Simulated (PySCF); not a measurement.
C4H3F. Atoms are numbered in the order given.

```xyz
8

C      0.4148    -2.2182     0.0000
C     -0.1884    -1.1646     0.0000
C     -0.9238     0.0515     0.0000
C     -0.3751     1.2751     0.0000
F      0.9388     1.4752     0.0000
H      0.9556    -3.1454     0.0000
H     -2.0172     0.0008     0.0000
H     -0.9518     2.2042     0.0000
```
Charge 0, spin multiplicity 1.

The structure is a stationary point at B3LYP-D3(BJ)/def2-SVP. The structure was generated by enumeration; whether it is a known compound was not checked.

Computed with PySCF with PBE/def2-TZVP.

Symmetry labels are those of the subgroup Cs that the program uses (full group Cs).

Computed valence orbital energies around the gap with their symmetry:
```tsv
orbital	symmetry	energy (eV)
HOMO−7	A'	-13.05
HOMO−6	A'	-12.41
HOMO−5	A"	-11.51
HOMO−4	A'	-10.93
HOMO−3	A'	-9.20
HOMO−2	A"	-8.22
HOMO−1	A'	-6.88
HOMO	A"	-6.00
LUMO	A"	-1.87
LUMO+1	A'	-0.31
LUMO+2	A'	1.17
LUMO+3	A'	1.44
```
